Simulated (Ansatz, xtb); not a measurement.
## Two isomers of CH6AlFOSi

Structure X: `C[SiH2][O][AlH][F]`, a singlet. Structure Y: `[CH3][Al]([F])[O][SiH3]`, a singlet. Both are isolated molecules in the gas phase, relaxed with PBE0-D3(BJ)/def2-SVP; the shapes shown needn't be the lowest conformers.

X (Å):

```
atom    x (Å)    y (Å)    z (Å)
   C   0.1613  -1.0406  -0.1494
  Al   1.9637   2.6065   0.9372
   F   0.5384   3.3508   0.5164
   O   2.1058   0.9477   0.6965
  Si   1.9257  -0.6584   0.3328
   H   0.0494  -2.1095  -0.3917
   H  -0.1408  -0.4561  -1.0322
   H  -0.5326  -0.8026   0.6716
   H   2.8505  -1.0000  -0.7921
   H   2.3157  -1.4654   1.5300
   H   3.1170   3.4753   1.5419
```

Y (Å):

```xyz
11

C    -0.7721   -0.0896    0.4856
Al    1.1303    0.2335    0.4432
F     2.0932   -0.6253   -0.6094
O     1.9061    1.3624    1.4333
Si    2.9465    2.3582    2.2332
H    -1.2863    0.5580    1.2111
H    -0.9817   -1.1387    0.7509
H    -1.2183    0.0813   -0.5076
H     3.8473    1.5638    3.1229
H     2.1770    3.3244    3.0740
H     3.7843    3.1305    1.2659
```

Quicker runs give these differences E(Y) − E(X): GFN2-xTB +8.49 kcal/mol; HF/STO-3G −1.79 kcal/mol (at GFN2-xTB geometries); r2SCAN-D4/def2-SVP −1.05 kcal/mol (at GFN2-xTB geometries).

Problem. Estimate E(Y) − E(X) at the level CCSD(T)/def2-SVP + ΔMP2/def2-TZVPP.

Solution. Too close to call at this level: CCSD(T)/def2-SVP + ΔMP2/def2-TZVPP gives E(Y) − E(X) = +0.04 kcal/mol.

Level by level:

| level | geometry | E(Y) − E(X) (kcal/mol) | departure from the last row (kcal/mol) | job, with rough time for the two |
| --- | --- | --- | --- | --- |
| GFN2-xTB | GFN2-xTB | +8.49 | +8.44 | optimisation, 0.31 s |
| HF/STO-3G | GFN2-xTB | −1.79 | −1.84 | single point, 0.36 s |
| r2SCAN-D4/def2-SVP | GFN2-xTB | −1.05 | −1.09 | single point, 4.2 s |
| PBE0-D3(BJ)/def2-SVP | PBE0-D3(BJ)/def2-SVP | −0.25 | −0.30 | optimisation, 2.8 min |
| HF/def2-SVP | PBE0-D3(BJ)/def2-SVP | −0.31 | −0.35 | part of the CCSD(T) run |
| MP2/def2-SVP | PBE0-D3(BJ)/def2-SVP | −0.37 | −0.41 | part of the CCSD(T) run |
| CCSD(T)/def2-SVP | PBE0-D3(BJ)/def2-SVP | −0.49 | −0.53 | single point |
| CCSD(T)/def2-SVP + ΔMP2/def2-TZVPP | PBE0-D3(BJ)/def2-SVP | +0.04 |  | single point, 31 s |

As drawn, Y has 1 C–Al, 1 Si–H in place of 1 C–Si, 1 Al–H.

The largest departure from CCSD(T)/def2-SVP + ΔMP2/def2-TZVPP is that of GFN2-xTB, 8.44 kcal/mol. The last row adds to CCSD(T) the change of the MP2 difference between the two basis sets, here +0.53 kcal/mol.

With harmonic frequencies from PBE0-D3(BJ)/def2-SVP (ideal gas, rigid rotor, one conformer each, 298.15 K, 1 atm): on the last row, ΔE + ΔZPE = −0.09 kcal/mol. A mode under 50 cm⁻¹ makes harmonic enthalpies and free energies unreliable, so none is given.

The correlated steps freeze 13 core orbitals. Programs: Ansatz 0.2.0, xtb 6.7.1; the last row on 2 threads of Arm Neoverse V1 on a shared host.
